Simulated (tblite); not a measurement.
Compound: C6H11FSSi.
Cartesian coordinates in Å at the GFN2-xTB level; atoms count from 1:
```
atom  x, y, z in Å
C1     2.6865    0.2134    0.2452
C2     1.6190   -0.5183   -0.5286
C3     0.6825    0.2211   -1.4419
F4     0.7910    1.5803   -1.5280
C5     0.1638   -0.3701   -0.1633
C6    -0.3085    0.5200    0.9608
Si7   -2.2178    0.4841    0.9455
C8    -2.4620   -0.9556   -0.2884
S9    -0.8702   -1.8425   -0.3438
H10    2.4099    1.2525    0.4022
H11    3.6251    0.1871   -0.3046
H12    2.8405   -0.2597    1.2136
H13    1.9214   -1.5001   -0.8757
H14    0.4011   -0.1924   -2.4025
H15    0.0828    0.1358    1.9051
H16    0.0886    1.5253    0.8271
H17   -2.7480    0.1285    2.2614
H18   -2.8029    1.7061    0.3959
H19   -2.6980   -0.6230   -1.2982
H20   -3.2098   -1.6820    0.0148
```

Computed values, GFN2-xTB/tblite, gas phase, harmonic and unscaled. This tight-binding method is rough: wavenumbers can miss measured ones by several per cent, in bad cases by 10 to 20. Modes of hydrogen on silicon can be 10 to 20 % off. One conformer, not necessarily the lowest.

Harmonic wavenumbers (cm⁻¹): 47.1, 74.7, 127.3, 162.6, 176.3, 220.5, 239.3, 309.3, 325.6, 400.6, 462.8, 470.9, 534.5, 560.4, 627.0, 659.8, 706.6, 727.8, 747.1, 763.2, 770.1, 794.0, 845.4, 884.3, 949.0, 994.9, 1017.8, 1036.1, 1061.0, 1110.2, 1134.7, 1148.2, 1156.5, 1175.3, 1222.4, 1260.6, 1293.4, 1412.9, 1435.0, 1440.7, 1454.5, 1486.7, 1493.9, 2280.2, 2283.8, 2965.8, 2975.8, 3002.0, 3020.0, 3029.8, 3030.6, 3037.1, 3046.4, 3054.2.

A = 1800, B = 896.7, C = 784.9 MHz; mass 162.033 u (most abundant isotopes); point group C1, symmetry number 1.

Zero-point energy?

½Σν̃ = 33323 cm⁻¹ = 398.63 kJ/mol.

Entropy at 200 K, 1 bar (ideal gas, RRHO, classical rotation)?

Translation 164.01, rotation 120.20, vibration 79.92: S = 364.1 J/(mol K).

And Cp and H(200 K) − H(0)?

Cp = 127.12 J/(mol K), of which vibrations give 93.86 (their classical limit is 54 R = 449.0); H(200 K) − H(0) = 15.64 kJ/mol without the zero-point energy, 8.99 from vibrations.

What must be added to the electronic energy to get the Gibbs energy at 200 K and 1 bar?

ZPE + [H(200 K) − H(0)] − T·S = 398.63 + 15.64 − 72.83 = 341.44 kJ/mol.

Which modes carry the vibrational entropy at 200 K?

47.1 cm⁻¹: 17.35; 74.7 cm⁻¹: 13.58; 127.3 cm⁻¹: 9.33; 162.6 cm⁻¹: 7.47; 176.3 cm⁻¹: 6.87; 220.5 cm⁻¹: 5.30 J/(mol K); the other 48 give 20.02 together.

How do the functions run with temperature in this model?

| T (K) | S (J/(mol K)) | Cp (J/(mol K)) | H − H(0) (kJ/mol) | G − H(0) (kJ/mol) | ln q(vib) |
| --- | --- | --- | --- | --- | --- |
| 100 | 294.9 | 78.8 | 5.38 | -24.11 | 1.59 |
| 300 | 425.3 | 178.1 | 30.91 | -96.69 | 6.96 |
| 500 | 537.5 | 262.8 | 75.55 | -193.20 | 12.63 |
| 800 | 679.3 | 339.2 | 166.96 | -376.48 | 20.87 |
| 1000 | 758.6 | 371.4 | 238.19 | -520.45 | 25.98 |

q(vib) and H(0) count from the zero-point level.

Blend soft modes into free rotors: weight 1/[1 + (100 cm⁻¹/ν̃)⁴] for the oscillator and the rest for a rotor with moment μB/(μ + B), μ = h/(8π²ν), B = 10⁻⁴⁴ kg m². What vibrational entropy results?

74.97 J/(mol K) in place of 79.92, which changes −T·S at 200 K by +0.99 kJ/mol.

Hindered rotation and anharmonicity are outside this model. Other conformers, if any are populated, would add a mixing term that is left out. The structure is chiral; the term R ln 2 for an equal mix with its mirror image is left out.
